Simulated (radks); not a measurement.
Results of a calculation; reference values are marked as such.
Q: All-electron atom: the iron ion Fe+ in [Ar] 3d6 4s1. Code: a radial shooting solver on a logarithmic mesh with Libxc functionals. Model: scalar-relativistic Kohn-Sham, r2SCAN, spin-polarised, spherical densities, finite nucleus; open shells are filled with parallel spins first; meta-GGA in the generalised Kohn-Sham scheme; Fermi nuclear charge, rms radius 3.7377 fm. Some entries of the table are withheld. Estimate them.

orbital  occ.  eigenvalue (eV)  r(max) (bohr)  <1/r> (bohr^-1)
1s up       1        -7031.105        0.03827            25.97
1s down     1        -7031.086        0.03827            25.97
2s up       1        -837.6471         0.2222            5.571
2s down     1        -835.2123         0.2220            5.582
2p up       3        -713.2405         0.1800            5.451
2p down     3        -711.3765         0.1798            5.461
3s up       1        -107.7552         0.6998            1.747
3s down     1        -102.1529         0.7014            1.735
3p up       3         -72.4338         0.7133            1.604
3p down     3         -66.8478         0.7157            1.592
3d up       5         -17.8232            (1)            1.232
4s up       1         -13.3936          2.263           0.4904
3d down     1         -12.4318            (2)            1.191
4s down     0          -9.9304          2.395           0.4476

A: 
(1) 3d up r(max) (bohr): 0.7120
(2) 3d down r(max) (bohr): 0.7229
